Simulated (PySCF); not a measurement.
PySCF 2.14 output of a UHF calculation on a single atom or ion in aug-cc-pVTZ-PP with one added diffuse shell each of s, p, d, f, g type with ECP28MDF (7s7p6d4f3g, 113 functions), with scalar relativity through the core potential:

```
SCF conv_tol = 1e-09
number electrons alpha = 11  beta = 8
cycle= 1 E= -166.118737294987  delta_E= -0.00922  |g|= 0.0378  |ddm|= 0.0661
cycle= 2 E= -166.119298062539  delta_E= -0.000561  |g|= 0.00944  |ddm|= 0.022
cycle= 3 E= -166.119360187675  delta_E= -6.21e-05  |g|= 0.00128  |ddm|= 0.0116
cycle= 4 E= -166.119362070903  delta_E= -1.88e-06  |g|= 0.00036  |ddm|= 0.00287
cycle= 5 E= -166.119362145995  delta_E= -7.51e-08  |g|= 7.79e-05  |ddm|= 0.000588
cycle= 6 E= -166.119362149391  delta_E= -3.4e-09  |g|= 1.35e-05  |ddm|= 0.00016
cycle= 7 E= -166.119362149661  delta_E= -2.71e-10  |g|= 1.82e-06  |ddm|= 6.38e-05
converged SCF energy = -166.119362149661  <S^2> = 3.7529095  2S+1 = 4.0014545
```

The run itself started from symmetry-adapted Hartree-Fock orbitals and held the occupation by maximum overlap, so the iterations belong to that start.

Q: Which element, charge and spin multiplicity is this?

A: Cd⁺ (cadmium, charge +1), multiplicity 4; the state was [Kr] 4d9 5s1 5p1, one real determinant (an excited configuration).

⟨L²⟩ = 8.06 against 12 for a pure F term, so this real determinant mixes terms. Energies and moments cover only the electrons outside the core potential.
